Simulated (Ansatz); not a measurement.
Cost against result

Saddle point of MgH$_{5}$ClO$_{2}$, closed shell (MgH₃ClO ([OH2][MgH][Cl]) + H₂O → MgH₃ClO₂ ([OH][Mg]([OH2])[Cl]) + H₂; bonds formed: Mg1–O7, H2–H6, H4–O7; dative contacts that become bonds: Mg1–O5; bonds broken: Mg1–H2, H4–O5, H6–O7), PBE0-D4/def2-TZVP structure:

```
9
angstrom
Mg -0.6151 0.9305 -0.9112
H 0.0440 -0.7170 -1.4110
Cl -1.5256 2.4799 -2.1773
H 0.2774 -0.4486 1.0070
O -0.1831 0.7524 0.9278
H 0.3252 -1.1404 -0.5224
O 0.5724 -1.4745 0.6336
H -0.4130 1.2385 1.7166
H 1.5178 -1.6207 0.7370
```

Barriers are electronic and count from the start structure reached by relaxing down the imaginary mode.

Ansatz 0.2.0; basis: as named in each row; cores frozen in the correlated methods. The outer core shell of Li, Na, Mg and K is correlated. The def2 sets are not built for correlating such inner shells, so the correlated values are less sure here. B3LYP uses VWN-RPA correlation. Extrapolation: Hartree–Fock as exp(−7.88 √X), correlation as X^−2.97.

Times are rough, for one single point on 4 threads of a shared host (Arm Neoverse V1).

The estimate by CCSD(T) at an estimated basis limit (MP2 extrapolated from triple and quadruple zeta, plus CCSD(T) − MP2 in triple zeta) is 0.531 eV.

```csv
method,basis,time (s),barrier (eV),method less estimate
HF,STO-3G,under 1,0.637,0.106
PBE-D4,STO-3G,under 1,-0.708,-1.240
SPW92,def2-SVP,under 1,0.047,-0.485
B3LYP-D4,6-31G,under 1,0.354,-0.177
PBE-D4,def2-SVP,under 1,0.235,-0.296
PBE0-D4,def2-SVP,under 1,0.411,-0.120
SPW92,def2-TZVPP,under 1,0.099,-0.432
PBE-D4,def2-TZVPP,2,0.288,-0.243
BLYP-D4,def2-TZVPP,2,0.342,-0.189
PBE0-D4,def2-TZVPP,2,0.443,-0.088
B3LYP-D4,def2-TZVPP,2,0.459,-0.072
BHLYP-D4,def2-TZVPP,2,0.647,0.116
CAM-B3LYP-D4,def2-TZVPP,2,0.488,-0.043
CCSD(T),def2-SVP,3,0.623,0.091
r2SCAN-D4,def2-TZVPP,3,0.318,-0.214
r2SCAN0-D4,def2-TZVPP,3,0.451,-0.080
B2PLYP,def2-TZVPP,4,0.488,-0.043
PBE-QIDH,def2-TZVPP,4,0.519,-0.012
wB97M-V,def2-SVP,4,0.518,-0.013
RPA on PBE,def2-TZVPP,4,0.540,0.008
wB97X-V,def2-TZVPP,6,0.540,0.009
B97M-V,def2-TZVPP,6,0.602,0.071
wB97M-V,def2-TZVPP,6,0.563,0.032
MP2,def2-QZVPP,12,0.440,-0.091
CCSD(T),def2-TZVPP,91,0.568,0.037
```

All methods are single points on the PBE0-D4 structures; a negative value means that the method puts the saddle structure below the start.

T1 diagnostic: at most 0.010.

Labels in which every atom is bracketed show which atoms are joined, not bond orders.
